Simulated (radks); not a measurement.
Results of a calculation; reference values are marked as such.
Q: Ionisation of the iridium ion Ir2+, [Xe] 4f14 5d7, to Ir3+, [Xe] 4f14 5d6, under several functionals. Scalar-relativistic Kohn-Sham, spin-polarised, spherical densities, point nucleus; open shells are filled with parallel spins first (spin-orbit coupling, left out, can overturn this in heavy ions); a radial shooting solver on a logarithmic mesh with Libxc functionals. Known Delta-SCF values: LDA (Slater exchange, Perdew-Wang correlation) 29.560 eV; XLYP 29.143 eV. What does PBE give, and what is its highest occupied eigenvalue?

A: 29.052 eV by Delta-SCF; the 5d eigenvalue is -23.220 eV. NIST: 28 eV (theoretical).
